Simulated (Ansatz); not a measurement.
C$_{6}$H$_{3}$Al, SMILES `C#[C][Al]([C]#C)[C]#C`. Total charge 0; spin multiplicity 1. All single points use the PBE0-D4/def2-TZVP geometry.

```xyz
10

C     1.128    1.199    2.627
C     0.689    0.729    1.602
Al   -0.002   -0.004   -0.001
C     0.863   -1.476   -0.818
C     1.424   -2.411   -1.343
C    -1.557    0.737   -0.785
C    -2.551    1.214   -1.284
H     1.515    1.614    3.531
H     1.918   -3.236   -1.806
H    -3.427    1.634   -1.724
```

What is the dipole moment at ωB97M-V/def2-TZVPP? (An estimate is asked.)

Computed: 0.01 D, zero by symmetry or nearly so.

Give the Mulliken charges with ωB97M-V, PBE, B3LYP in def2-TZVPP. (Estimate.)

Ansatz gave: 
```json
{"atom": "C1", "ωB97M-V": "0.02", "PBE": "0.01", "B3LYP": "0.06"}
{"atom": "C2", "ωB97M-V": "-0.52", "PBE": "-0.44", "B3LYP": "-0.57"}
{"atom": "Al3", "ωB97M-V": "0.80", "PBE": "0.64", "B3LYP": "0.75"}
{"atom": "C4", "ωB97M-V": "-0.52", "PBE": "-0.44", "B3LYP": "-0.57"}
{"atom": "C5", "ωB97M-V": "0.02", "PBE": "0.01", "B3LYP": "0.06"}
{"atom": "C6", "ωB97M-V": "-0.52", "PBE": "-0.44", "B3LYP": "-0.57"}
{"atom": "C7", "ωB97M-V": "0.02", "PBE": "0.01", "B3LYP": "0.06"}
{"atom": "H8", "ωB97M-V": "0.23", "PBE": "0.21", "B3LYP": "0.26"}
{"atom": "H9", "ωB97M-V": "0.23", "PBE": "0.21", "B3LYP": "0.26"}
{"atom": "H10", "ωB97M-V": "0.23", "PBE": "0.21", "B3LYP": "0.26"}
```

B3LYP here is the variant with VWN-RPA as its local correlation; programs differ in this.
